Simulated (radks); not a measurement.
Neutral sulfur inside a hard spherical wall (all orbitals vanish at R), configuration held at [Ne] 3s2 3p4 and not refilled when levels cross. Method: scalar-relativistic Kohn-Sham, PBE, spin-polarised, spherical densities, point nucleus; open shells are filled with parallel spins first; computed with a radial shooting solver on a logarithmic mesh with Libxc functionals. Eigenvalues in eV for spin up, with the zero of energy where the potential of the charges vanishes at infinity; a dash marks a level that is unbound or too diffuse for the functional's potential to be trusted. A positive occupied level is held by the wall or, in an anion where self-interaction has pushed it up, behind a barrier. The pressure on the wall is -dE/dV.

| R (bohr) | E (hartree) | kinetic (hartree) | e(2s) | e(2p) | e(3s) | e(3p) | e(4s, empty) | e(4p, empty) | pressure (GPa) |
|---|---|---|---|---|---|---|---|---|---|
| free | -399.07715 | 400.601 | -211.65 | -156.49 | -18.001 | -7.689 | - | - | 0 |
| 15 | -399.07715 | 400.601 | -211.65 | -156.49 | -18.001 | -7.689 | - | - | < 0.0001 |
| 12 | -399.07715 | 400.601 | -211.65 | -156.49 | -18.001 | -7.689 | -0.274 | 1.027 | < 0.0001 |
| 10 | -399.07712 | 400.601 | -211.64 | -156.49 | -17.998 | -7.686 | 0.013 | 1.650 | 0.00110 |
| 8 | -399.07658 | 400.606 | -211.59 | -156.44 | -17.960 | -7.650 | 0.891 | 3.196 | 0.0299 |
| 6 | -399.06699 | 400.678 | -211.11 | -155.95 | -17.608 | -7.288 | 4.130 | 7.944 | 0.962 |
| 4 | -398.86795 | 401.716 | -206.48 | -151.28 | -14.523 | -3.758 | 20.975 | 28.237 | 48.9 |
| 1.5 | -377.22202 | 458.185 | -121.87 | -63.954 | 116.90 | 133.53 | 443.14 | 432.08 | 55100 |
